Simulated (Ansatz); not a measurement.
Calculated with Ansatz (gas phase, PBE0-D4/def2-TZVP geometries, no zero-point term in ΔE). CBS: MP2 limit from def2 TZ/QZ plus the TZ coupled-cluster correction, frozen cores. DFT in def2-TZVPP. One conformer a species, not always the lowest.

`N[SiH2]CBO` → `CNB[SiH2]O`  (isomerisation)

`N[SiH2]CBO`:

Z-matrix (Å, degrees):
```
Si
C 1 1.885
N 1 1.720 2 116.6
H 1 1.488 2 107.8 3 119.8
H 1 1.487 2 108.3 3 -121.1
B 2 1.547 1 112.1 3 61.9
H 2 1.096 1 106.0 3 -175.8
H 2 1.095 1 105.7 3 -60.0
H 3 1.007 1 120.7 2 -71.4
H 3 1.007 1 120.3 2 74.4
O 6 1.360 2 119.1 1 96.0
H 6 1.207 2 122.2 1 -81.6
H 11 0.959 6 113.1 2 -177.7
```

`CNB[SiH2]O`:

Z-matrix (Å, degrees):
```
C
N 1 1.447
H 1 1.094 2 111.3
H 1 1.089 2 109.0 3 119.7
H 1 1.094 2 111.4 3 -120.7
B 2 1.384 1 127.2 3 -120.1
H 2 1.010 1 113.3 3 59.7
Si 6 2.016 2 120.6 1 -178.9
H 6 1.204 2 117.0 1 0.7
O 8 1.662 6 112.9 2 -128.5
H 8 1.498 6 110.1 2 107.9
H 8 1.492 6 112.0 2 -10.6
H 10 0.958 8 116.3 6 -47.7
```

CCSD(T)/CBS gives +70.9 kJ/mol.

**Question.** Another level gave +63.7 kJ/mol. Which?
A. B97M-V/def2-TZVPP
B. revPBE/def2-TZVPP
C. BHLYP/def2-TZVPP
D. LDA (SPW92)/def2-TZVPP

**Answer.** D. LDA (SPW92) 63.7, revPBE 58.6, B97M-V 74.4, BHLYP 68.6 kJ/mol.

**Question.** What do rigid-rotor, harmonic-oscillator terms from PBE0-D4/def2-TZVP frequencies (298.15 K, 1 bar) make of the CCSD(T)/CBS value? (Estimate.)

**Answer.** Ansatz gave: ΔZPE = +3.8 kJ/mol, ΔH = +74.6 kJ/mol, ΔS = -2 J/(mol·K), ΔG = +75.3 kJ/mol. Modes under 50 cm⁻¹ make the entropy rough.

Largest T1 diagnostic among the species: 0.013.

Leaving LDA and LC-ωPBE aside and taking each functional with its dispersion term where it has one, the values, not all of them listed here, spread over 15.7 kJ/mol, from BLYP-D4 to ωB97M-V. LDA lies +3.7 kJ/mol from PBE without D4. From PBE to PBE0 (25 % exact exchange), in def2-TZVPP and without D4, ΔE moves by +5.9 kJ/mol. At CCSD(T), def2-SVP lies −6.9 kJ/mol from the extrapolated value and def2-TZVPP −1.6 kJ/mol.

CCSD(T)/CBS has its own doubt, a few kJ/mol and more with outer-core shells, so smaller differences from it don't rank the levels.
